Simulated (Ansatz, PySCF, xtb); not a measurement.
Two conformers of C4H4BrF (SMILES FC=C=CCBr), B3LYP-D3(BJ)/def2-TZVP minima.
Conformer 1 (charge 0, multiplicity 1):
```xyz
10

F     -3.0100     0.6247     0.2023
C     -2.0790    -0.2080    -0.3220
C     -0.8656    -0.2703     0.1349
C      0.3654    -0.3549     0.5548
C      1.4666     0.4956     0.0280
Br     2.8134    -0.6223    -0.9097
H     -2.4646    -0.7988    -1.1422
H      0.6286    -1.0692     1.3302
H      2.0253     0.9820     0.8225
H      1.1202     1.2212    -0.6988
```
Conformer 2 (charge 0, multiplicity 1):
```tsv
atom	x (Å)	y (Å)	z (Å)
F	2.8389	0.3817	0.9470
C	2.0712	-0.1922	-0.0094
C	0.7970	-0.3820	0.1445
C	-0.4794	-0.5975	0.2622
C	-1.5945	0.3269	-0.1181
Br	-1.0135	2.0016	-0.9432
H	2.6376	-0.4571	-0.8921
H	-0.8214	-1.5411	0.6877
H	-2.2598	-0.1484	-0.8366
H	-2.1761	0.6084	0.7581
```

No zero-point or thermal terms.

Rows in 6-31G* carry no dispersion term and start afresh at each structure (6-31G* with six Cartesian d functions); the Pople sets are all-electron and without relativity.

Codes used: Ansatz (Gaussian orbitals); PySCF for 6-31G* rows, the dispersion terms; xtb for the GFN methods. 

### Question
One of these levels gives -0.21 kcal/mol for the electronic energy of conformer 2 less that of conformer 1. Which one is it?
(A) BP86/6-31G*
(B) GFN-FF
(C) PBE-D3(BJ)/def2-TZVPP

### Answer
B, GFN-FF. The others give 1.89 (PBE-D3(BJ)/def2-TZVPP), 2.48 (BP86/6-31G*)

Ansatz is a first-principles code.
